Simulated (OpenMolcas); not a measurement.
**Ionisation energies of germanium**

```json
{
  "Program": "OpenMolcas",
  "Basis": "ANO-RCC-VDZP [5s4p2d]",
  "Scalar Hamiltonian": "DKH2, point nucleus",
  "Spin-orbit coupling": "state interaction with AMFI integrals over the reference wave functions, term energies averaged over their components"
}
```

Active shells in each charge state: the valence s, p shells, with orbitals averaged over the low states. Where CASPT2's correlated closed shells are named, they are those of the first ion.

A. CASSCF
B. SS-CASPT2, IPEA 0.25 Eh, imaginary shift 0.1 Eh (closed shells correlated: 3d)
C. SS-CASPT2, IPEA 0.25 Eh, imaginary shift 0.1 Eh (closed shells correlated: 3s 3p 3d)
D. SS-CASPT2, IPEA 0 Eh, imaginary shift 0.1 Eh (closed shells correlated: 3d)
E. SS-CASPT2, IPEA 0.25 Eh, imaginary shift 0.1 Eh (closed shells correlated: none)

Energies in eV between the lowest computed levels, named as in B; reference values from the NIST Atomic Spectra Database with their kind.

```csv
From,To,A,B,C,D,E,Spin-orbit share in B,Reference
Ge 4s² 4p² ³P₀,Ge+ 4s² 4p ²P°_1/2,7.088,7.314,7.308,7.333,7.255,-0.035,7.899 (measured)
Ge+ 4s² 4p ²P°_1/2,Ge2+ 4s² ¹S₀,14.840,15.271,15.243,15.297,15.160,+0.142,15.935 (measured)
Ge2+ 4s² ¹S₀,Ge3+ 4s ²S_1/2,33.278,33.521,33.486,33.521,33.301,+0.000,34.058 (measured)
Ge3+ 4s ²S_1/2,Ge4+ 3d¹⁰ ¹S₀,44.689,44.932,44.902,44.938,44.689,+0.000,45.715 (measured)
```

Steps that some method lacks are left out, and so are those with a state whose active s or d shell is doubly occupied in every root (s and p with five to eight electrons, d10) over a frozen core shell of the same l, since the two then mix freely.

Error against the reference values, in %:

| From | Reference | A | B | C | D | E |
| --- | --- | --- | --- | --- | --- | --- |
| Ge | measured | -10.3 | -7.4 | -7.5 | -7.2 | -8.2 |
| Ge+ | measured | -6.9 | -4.2 | -4.3 | -4.0 | -4.9 |
| Ge2+ | measured | -2.3 | -1.6 | -1.7 | -1.6 | -2.2 |
| Ge3+ | measured | -2.2 | -1.7 | -1.8 | -1.7 | -2.2 |

Mean absolute error over the 4 measured values: A 0.93 eV, B 0.64 eV, C 0.67 eV, D 0.63 eV, E 0.80 eV.

° marks odd parity.
